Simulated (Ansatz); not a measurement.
BH7NSi2, SMILES `BN([SiH2])[SiH3]` radical, relaxed with UKS PBE0-D4/def2-TZVP in Ansatz from a PBE-D4/def2-SVP geometry. The force threshold is 0.005 eV/Å; the program also tests the step.

The species carries charge 0 and has multiplicity 2.

Start:

```xyz
11

B    -0.380    1.518   -0.426
N     0.095    0.265    0.057
Si    0.812    0.125    1.686
Si   -0.009   -1.180   -1.000
H    -0.312    2.508    0.284
H    -0.855    1.589   -1.548
H     0.509   -1.257    2.216
H     0.226    1.190    2.575
H     1.084   -2.130   -0.595
H     0.168   -0.769   -2.430
H    -1.337   -1.860   -0.818
```

Problem. By how much does the energy fall, and how many steps does the optimiser take? (Estimate.)

Solution. The calculation gave: 1.36 kcal/mol, in 17 steps, 1 of them rejected.

Problem. Which bonds change most? (Best estimate.)

Solution. The calculation gave: N2–Si4 from 1.793 to 1.757 Å; N2–Si3 from 1.785 to 1.754 Å; B1–H6 from 1.220 to 1.198 Å; B1–H5 from 1.219 to 1.200 Å.

Problem. Give the relaxed structure. (Estimate.)

Solution. Ansatz gave: 
```xyz
11

B    -0.268    1.542   -0.462
N     0.095    0.272    0.041
Si    0.700    0.142    1.682
Si   -0.024   -1.172   -0.952
H    -0.167    2.505    0.247
H    -0.672    1.648   -1.585
H     0.522   -1.273    2.122
H    -0.039    1.078    2.571
H     1.200   -1.990   -0.749
H    -0.146   -0.772   -2.372
H    -1.201   -1.980   -0.542
```
